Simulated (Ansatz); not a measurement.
Calculated with Ansatz (gas phase, PBE0-D4/def2-TZVP geometries, no zero-point term in ΔE). CBS: MP2 limit from def2 TZ/QZ plus the TZ coupled-cluster correction, frozen cores. This one scheme is used for every species, atoms too. Functionals use def2-TZVPP. Open shells (•) are unrestricted, without spin–orbit coupling. Spin–orbit coupling would lower the free atoms: a little for C, F, Si.

`N#C[Si](F)F`• → C• + 2 F• + N• + Si•  (atomization)

```csv
level,ΔE (eV),difference from CCSD(T)/CBS
PBE-D4,24.73,1.01
revPBE-D4,23.84,0.12
r2SCAN-D4,23.79,0.07
BHLYP-D4,22.24,-1.48
ωB97X-V,23.72,0.00
PBE,24.63,0.91
BLYP,23.91,0.19
r2SCANh,23.38,-0.34
LC-ωPBE,23.76,0.04
MP2/def2-SVP,22.89,-0.83
CCSD/def2-SVP,21.15,-2.57
CCSD(T)/def2-SVP,21.58,-2.14
SCS-MP2/def2-TZVPP,23.72,0.00
CCSD(T)/def2-TZVPP,22.85,-0.87
MP2/CBS(def2),25.15,1.43
CCSD/CBS(def2),23.10,-0.62
CCSD(T)/CBS,23.72,0
```

Largest T1 diagnostic among the species: 0.016.

From BLYP to BHLYP (50 % exact exchange), in def2-TZVPP and without D4, ΔE moves by −1.80 eV: exact exchange takes away binding that semilocal exchange gives to molecules. In def2-TZVPP, CCSD(T) changes the Hartree–Fock value by +6.80 eV (the triples alone add +0.62 eV) and MP2 by +8.23 eV; breaking electron pairs costs correlation energy, which Hartree–Fock lacks. At CCSD(T), def2-SVP lies −2.14 eV from the extrapolated value and def2-TZVPP −0.86 eV: correlation converges slowly with the basis, and small sets miss more of it in the bonded molecule than in its fragments.

For atomizations the MP2-based limit and the directly extrapolated one differ by several kJ/mol either way, and by 10 to 25 for some Ge, Se and Sn compounds, so smaller differences from it don't rank the levels.
